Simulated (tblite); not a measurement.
Compound: C2H12N2SSi3.
SMILES with atom numbers: `[CH3:1][NH:2][Si@@H:3]1[CH2:4][SiH2:5][Si@H:6]([SH:7])[NH:8]1` (hydrogens: H9, H10, H11 on C1; H12 on N2; H13 on Si3; H14, H15 on C4; H16, H17 on Si5; H18 on Si6; H19 on S7; H20 on N8)

Computed geometry: GFN2-xTB, gas phase.

Question: Give the optimised bond lengths and angles.

Answer: 
```
                 bond  length (Å)   order
                C1–N2       1.442  single
               N2–Si3       1.717  single
               Si3–C4       1.912  single
               C4–Si5       1.907  single
              Si5–Si6       2.303  single
               Si6–S7       2.173  single
               Si6–N8       1.722  single
               Si3–N8       1.737  single
C1–H9, C1–H10, C1–H11       1.092  single
               N2–H12       1.009  single
              Si3–H13       1.468  single
               C4–H14       1.089  single
               C4–H15       1.089  single
              Si5–H16       1.472  single
              Si5–H17       1.471  single
              Si6–H18       1.470  single
               S7–H19       1.323  single
               N8–H20       1.006  single
```

Bonds in one row agree within 0.01 Å and their mean is given. Orders are formal, as drawn. A selection of angles:
```
     angle  degrees
 C1–N2–Si3    123.0
 N2–Si3–C4    117.4
 N2–Si3–N8    106.7
 C4–Si3–N8    103.5
Si3–C4–Si5    111.1
C4–Si5–Si6     98.1
Si5–Si6–S7    118.0
Si5–Si6–N8     97.7
 S7–Si6–N8    105.9
Si3–N8–Si6    124.4
 H12–N2–C1    112.1
H12–N2–Si3    118.0
H19–S7–Si6     95.7
H20–N8–Si6    119.1
```

Torsions: C1–N2–Si3–C4 -65° (synclinal); N2–Si3–C4–Si5 -99° (anticlinal); Si3–C4–Si5–Si6 -22° (synperiplanar); C4–Si5–Si6–S7 131° (anticlinal); Si5–Si6–N8–Si3 -11° (synperiplanar); N2–Si3–N8–Si6 122° (anticlinal); H19–S7–Si6–Si5 69° (synclinal).

Si3 (SiH silicon) is distorted tetrahedral (angles from 103.5° to 117.4°). N2 (silicon-bound nitrogen) has angles 123.0°, 118.0° and 112.1°, sum 353.1°, 0.20 Å off the plane of its three neighbours. N8 (nitrogen bridging silicon atoms) is planar (angles 124.4°, 119.1° and 116.5°, sum 360.0°, 0.01 Å off the plane of its three neighbours). S7 (sulfur bonded to Si and H) is bent (angle 95.7°). Si6 (SiH silicon) is distorted tetrahedral (angles from 97.7° to 121.2°). Si5 (SiH2 silicon) is distorted tetrahedral (angles from 98.1° to 116.1°). The 5-membered ring Si3–C4–Si5–Si6–N8 has internal angles of 97.7° to 124.4° (sum 535°, against 540° for a flat polygon); it is puckered, 0.13 Å rms from its mean plane, widest ring torsion 22°.

Point group: C1 (no symmetry element, even within 0.4 Å). Its GFN2-xTB frequencies are all real (lowest 18 cm⁻¹). The numbers are those of one conformer (C1–N2–Si3–C4 -65°, Si5–Si6–S7–H 69°, N2–Si3–C4–Si5 -99°, Si3–C4–Si5–Si6 -22°, C4–Si5–Si6–S7 131°, Si5–Si6–N8–Si3 -11°). 3 starts were optimised and ended at 0.00, 0.06 and 0.52 kcal/mol (GFN2-xTB); the lowest of these is shown.

Time: 3.1 s wall. Hardware: an Arm Neoverse N1 with one thread, no GPU, on a shared host. That covers the optimisation of the geometry.
